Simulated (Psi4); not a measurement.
Level of theory: Psi4 with SAPT0/jun-cc-pVDZ, frozen core.

Psi4 input:

```
molecule {
0 1
Br 0.71241346 -0.00000000 -0.00000000
H -0.71241346 0.00000000 0.00000000
--
0 1
Cl -3.04134357 0.19751048 0.55319181
B -3.30722376 0.67893057 2.20947751
Cl -4.93295289 0.91518550 2.79856835
Cl -1.94774540 0.92533830 3.27578110
units angstrom
symmetry c1
no_reorient
no_com
}
set basis jun-cc-pvdz
set scf_type df
set freeze_core true
energy('sapt0')
```

Part of the output:

```
    SAPT Results
  --------------------------------------------------------------------------------------------------------
    Electrostatics                 -3.82361653 [mEh]      -2.39935560 [kcal/mol]     -10.03890383 [kJ/mol]
      Elst10,r                     -3.82361653 [mEh]      -2.39935560 [kcal/mol]     -10.03890383 [kJ/mol]

    Exchange                        9.96248953 [mEh]       6.25155656 [kcal/mol]      26.15651265 [kJ/mol]
      Exch10                        9.96248953 [mEh]       6.25155656 [kcal/mol]      26.15651265 [kJ/mol]
      Exch10(S^2)                   9.87903779 [mEh]       6.19918980 [kcal/mol]      25.93741014 [kJ/mol]

    Induction                      -2.65394049 [mEh]      -1.66537280 [kcal/mol]      -6.96791978 [kJ/mol]
      Ind20,r                      -4.95263516 [mEh]      -3.10782548 [kcal/mol]     -13.00314183 [kJ/mol]
      Exch-Ind20,r                  3.76954347 [mEh]       2.36542424 [kcal/mol]       9.89693502 [kJ/mol]
      delta HF,r (2)               -1.47084879 [mEh]      -0.92297155 [kcal/mol]      -3.86171298 [kJ/mol]

    Dispersion                     -3.33465855 [mEh]      -2.09252983 [kcal/mol]      -8.75514480 [kJ/mol]
      Disp20                       -3.81341000 [mEh]      -2.39295090 [kcal/mol]     -10.01210657 [kJ/mol]
      Exch-Disp20                   0.47875145 [mEh]       0.30042107 [kcal/mol]       1.25696176 [kJ/mol]
      Disp20 (SS)                  -1.90670500 [mEh]      -1.19647545 [kcal/mol]      -5.00605328 [kJ/mol]
      Disp20 (OS)                  -1.90670500 [mEh]      -1.19647545 [kcal/mol]      -5.00605328 [kJ/mol]
      Exch-Disp20 (SS)              0.23341085 [mEh]       0.14646752 [kcal/mol]       0.61282011 [kJ/mol]
      Exch-Disp20 (OS)              0.24534060 [mEh]       0.15395355 [kcal/mol]       0.64414166 [kJ/mol]

  Total HF                          3.48493251 [mEh]       2.18682817 [kcal/mol]       9.14968904 [kJ/mol]
  Total SAPT0                       0.15027396 [mEh]       0.09429834 [kcal/mol]       0.39454424 [kJ/mol]
```
